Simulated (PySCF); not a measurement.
B(F)(NH2)(NMe2) (C2H8BFN2), SMILES CN(C)B(N)F. The structure is a stationary point at PBE-D3(BJ)/def2-SVP. One conformer was computed; it need not be the lowest.

Question: Give the equilibrium geometry at PBE-D3(BJ)/def2-SVP (PySCF confirms it by a frequency run) as Cartesian coordinates in Å. (The exact figures need the calculation; the answer reports its results.)

Answer: Several could match; the one computed here: 
```xyz
14

B      0.6124    -0.4603     0.1331
F      1.5378    -0.6160    -0.8565
N      0.8290    -1.1756     1.3426
H      0.1645    -1.2418     2.1084
H      1.6546    -1.7599     1.4557
N     -0.4916     0.4125    -0.1136
C     -0.7262     0.9974    -1.4171
C     -1.5004     0.7150     0.8740
H     -1.6868     0.6461    -1.8646
H     -0.7795     2.1105    -1.3633
H      0.0939     0.7239    -2.1054
H     -1.6904     1.8122     0.9303
H     -2.4816     0.2282     0.6536
H     -1.1790     0.3936     1.8836
```
